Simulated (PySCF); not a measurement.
Compound: C4H14N2Si2.
SMILES with atom numbers: `[SiH3:1][NH:2][C@H:3]1[CH2:4][CH2:5][N:6]([SiH3:7])[CH2:8]1` (hydrogens: H9, H10, H11 on Si1; H12 on N2; H13 on C3; H14, H15 on C4; H16, H17 on C5; H18, H19, H20 on Si7; H21, H22 on C8)

Level: PBE0/pcSseg-1 in PySCF, non-relativistic, on one gas-phase PBE0-D3(BJ)/def2-SVP geometry that isn't relaxed in the solvent. The solvent is an IEF-PCM continuum (van der Waals radii × 1.2). Specific hydrogen bonds and non-electrostatic terms are outside this model.

Gas phase at PBE0/pcSseg-1: HOMO -6.29 eV, LUMO 0.52 eV, dipole 1.02 D.

Task: What does the continuum do to the energy, the frontier levels and the dipole at PBE0/pcSseg-1 in chloroform and methanol?

Result: 
```csv
solvent,ε,E(solvent) − E(gas) (kcal/mol),polarisation term (kcal/mol),distortion of the solute (kcal/mol),HOMO (eV),LUMO (eV),dipole (D)
chloroform,4.711,-1.50,-1.60,0.10,-6.13,0.65,1.20
methanol,32.61,-2.10,-2.30,0.20,-6.09,0.67,1.25
```

Polarisation term: ½ Σ q·V over the induced surface charges. Distortion: the rise of the solute's own energy as its density leaves the gas-phase optimum. From chloroform to methanol the lowering changes by a factor 1.40, Onsager's factor (ε − 1)/(2ε + 1) by 1.34 and ε itself by 6.9.

Task: Which radius a makes the point-dipole formula ΔE = −[(ε − 1)/(2ε + 1)]·μ²/a³ give the value in methanol, with the gas-phase dipole?

Result: μ = 0.401 au and |ΔE| = 0.00334 Eh give a = 1.50 Å; the farthest nucleus lies 4.09 Å from the centroid of the nuclei, so such a sphere wouldn't even hold the nuclei. The formula assumes a rigid point dipole at the centre of a sphere.

Task: Which Mayer bond orders change most in chloroform?

Result: 
```csv
bond,length (Å),gas,solvent,change
Si1–N2,1.730,1.009,1.020,+0.011
N6–Si7,1.731,0.963,0.973,+0.010
N2–C3,1.447,0.946,0.938,-0.008
C5–N6,1.461,0.912,0.908,-0.004
N2–H12,1.016,0.914,0.910,-0.004
Si7–H20,1.503,0.896,0.892,-0.004
N6–C8,1.451,0.918,0.915,-0.003
Si1–H9,1.504,0.886,0.883,-0.003
```
